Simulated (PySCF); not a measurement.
A ladder of Hamiltonians for Er⁶²⁺ (erbium, charge +62)

Occupied: 1s1/2, 2s1/2, 2p1/2. Hartree-Fock calculated with PySCF 2.14 in an even-tempered Gaussian basis (16 s from 15 bohr⁻², ratio 2.7; 13 p from 17 bohr⁻², ratio 2.7), Gaussian nucleus throughout. NR is non-relativistic, sf-X2C the spin-free one-electron X2C Hamiltonian, X2C adds the bare one-electron spin-orbit term, X2C-SNSO screens it by Boettger's factors, DC is four-component Dirac-Coulomb, and the Gaunt and Breit terms are added at first order (total energies over the DC spinors, levels after relaxing the spinors in that mean field). QED terms are absent. Levels marked empty are virtual spinors of this ion.

| Hamiltonian | E (hartree) | E − E(DC) (hartree) | CPU seconds |
| --- | --- | --- | --- |
| X2C | -7216.1508 | 1.5237 | 0.16 |
| X2C-SNSO | -7214.3389 | 3.3356 | 0.16 |
| DC | -7217.6746 | 0.0000 | 7.6 |
| DC+Gaunt | -7209.7935 | 7.8810 | 20 |
| DC+Breit | -7210.1989 | 7.4757 | 84 |

```tsv
level (eV)	X2C	X2C-SNSO	DC	DC+Gaunt	DC+Breit
1s1/2	-64240.2	-64242.1	-64292.2	-64134.0	-64139.1
2s1/2	-15404.3	-15404.8	-15411.7	-15395.3	-15396.8
2p1/2	-15193.1	-15168.8	-15175.6	-15141.8	-15145.7
2p3/2 (empty)	-13855.2	-13864.0	-13865.2	-13849.1	-13852.8
3s1/2 (empty)	-6434.9	-6435.1	-6436.8	-6432.2	-6432.8
```

Weight of the small component: 1s1/2 0.0650, 2s1/2 0.0155, 2p1/2 0.0155, 2p3/2 0.0142, 3s1/2 0.00646.

Koopmans' value for the highest occupied level at DC+Breit: 15145.7 eV, against an ionisation energy of 15146 ± 15 eV (theoretical estimate listed by NIST; NIST Atomic Spectra Database, ionization energies); the former lacks relaxation, correlation, QED and recoil.

The whole ladder took 120 s of wall time on 1 thread of Intel(R) Xeon(R) Platinum 8375C CPU @ 2.90GHz (shared host), launched as `OMP_NUM_THREADS=1 python relrun2.py TASK.json OUT` (a driver that calls PySCF for each Hamiltonian).
